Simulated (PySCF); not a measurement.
Sn(H)(Br)2(OH) (Br2H2OSn), SMILES [OH][SnH]([Br])[Br].

The structure is a stationary point at PBE0-D3(BJ)/def2-SVP. The structure was generated by enumeration; whether it is a known compound was not checked. The def2 effective core potentials stand for the cores of Sn; spin–orbit coupling is left out. The values are those of a single conformer.

Two levels are set side by side: TDA-PBE/def2-SVPD (PySCF) and TDA-ωB97X/def2-SVPD (PySCF). Vertical, same geometry. The lowest singlet is HOMO→LUMO 94 % with PBE and HOMO→LUMO 85 % with the other functional; states are paired by order. Differences are taken from unrounded values.

| quantity | TDA-PBE |
|---|---|
| lowest singlet excitation (eV) | 4.21 |
| lowest triplet excitation (TDA) (eV) | 3.91 |
| first bright state (f over 0.05) (eV) | 4.77 |
| its oscillator strength | 0.05 |

Question: These are the TDA-PBE values. What does TDA-ωB97X give? (Estimate from the structure and the level; the computed values follow.)

Answer: 
```csv
quantity,TDA-ωB97X,TDA-PBE minus TDA-ωB97X
lowest singlet excitation (eV),5.49,-1.28
lowest triplet excitation (TDA) (eV),4.98,-1.07
first bright state (f over 0.05) (eV),6.41,-1.63
its oscillator strength,0.14,-0.09
```

A lower first singlet is the usual sign of a functional without exact exchange. Differences between two approximate levels are no errors against the true value.

Rough cost on one machine, each run with all the roots and properties that it gave: TDA-ωB97X against TDA-PBE about 5 times.
